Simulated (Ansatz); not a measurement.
CH9NOSi2 can be A, `C[SiH2]N[SiH2]O`, or B, `C[SiH2][SiH](N)O`.

Calculated with Ansatz (gas phase, PBE0-D4/def2-TZVP geometries, no zero-point term in ΔE). CCSD(T)/CBS adds triple-zeta CCSD(T) − MP2 to the extrapolated MP2 energy (def2 sets, frozen cores). Functionals use def2-TZVPP. B3LYP here is the variant with VWN-RPA as its local correlation; programs differ in this. Each species was taken in one conformer, which may not be the lowest.

A:

Z-matrix (Å, degrees):
```
C
Si 1 1.865
H 1 1.093 2 110.6
H 1 1.092 2 110.9 3 120.3
H 1 1.093 2 111.0 3 -119.5
N 2 1.733 1 112.2 3 179.9
H 2 1.492 1 108.4 3 56.8
H 2 1.487 1 111.0 3 -62.3
Si 6 1.718 2 127.4 1 124.0
H 6 1.010 2 117.0 1 -58.4
O 9 1.646 6 114.5 2 70.0
H 9 1.488 6 105.7 2 -167.7
H 9 1.479 6 110.8 2 -46.1
H 11 0.958 9 117.5 6 57.2
```

B:

```xyz
14

C    -0.8093   -0.7808   -2.1311
Si   -0.9078   -0.8070   -0.2577
Si    0.8649    0.3407    0.7474
N     0.5031    0.6769    2.3847
O     1.0690    1.6579   -0.2399
H    -0.7703    0.2501   -2.4889
H    -1.6742   -1.2736   -2.5802
H     0.0925   -1.2908   -2.4769
H    -0.9252   -2.2115    0.2451
H    -2.1823   -0.1724    0.1961
H     2.1458   -0.4224    0.8184
H     1.2031    0.6967    3.1057
H    -0.3754    1.0601    2.6891
H     1.7660    2.2760   -0.0119
```

Question: Which isomer does CCSD(T)/CBS put lower? Give the gap. (An estimate is asked.)

Answer: Computed: A, by 70.1 kJ/mol.

Question: Give E(B) − E(A) in kJ/mol with CCSD(T)/def2-TZVPP, PBE0-D4, ωB97M-V, PBE-D4, CCSD/def2-TZVPP, B3LYP, MP2/def2-TZVPP. (Best estimate.)

Answer: Computed: CCSD(T)/def2-TZVPP 71.1, PBE0-D4 55.2, ωB97M-V 71.9, PBE-D4 48.2, CCSD/def2-TZVPP 73.0, B3LYP 65.9, MP2/def2-TZVPP 77.8. None reverses the order clearly.

Largest T1 diagnostic: 0.011.

In def2-TZVPP, CCSD(T) changes the Hartree–Fock value by −14.6 kJ/mol (the triples alone add −1.9 kJ/mol) and MP2 by −7.9 kJ/mol. From PBE to PBE0 (25 % exact exchange), in def2-TZVPP and without D4, E(B) − E(A) moves by +7.2 kJ/mol.
